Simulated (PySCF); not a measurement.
BiH2F, SMILES [F][BiH2]. Heavy atoms are numbered as in [BiH2:1][F:4]. Hydrogens are named by the atom that carries them.

Coordinates come from a B3LYP-D3(BJ)/def2-TZVP optimisation. The def2 effective core potentials stand for the cores of Bi; spin–orbit coupling is left out.

These are PBE0/def2-TZVPD run with PySCF values and carry that method's errors.

Mulliken values depend strongly on the basis, most of all with diffuse functions as here. ESP charges are fitted to the potential on shells at 1.4 to 2.0 van der Waals radii. Atomic charges (e), one atom of each kind:

```tsv
atom	Mulliken	ESP fit
Bi1 (BiH2)	0.59	0.49
H on Bi1	-0.02	-0.07
F4	-0.55	-0.35
```
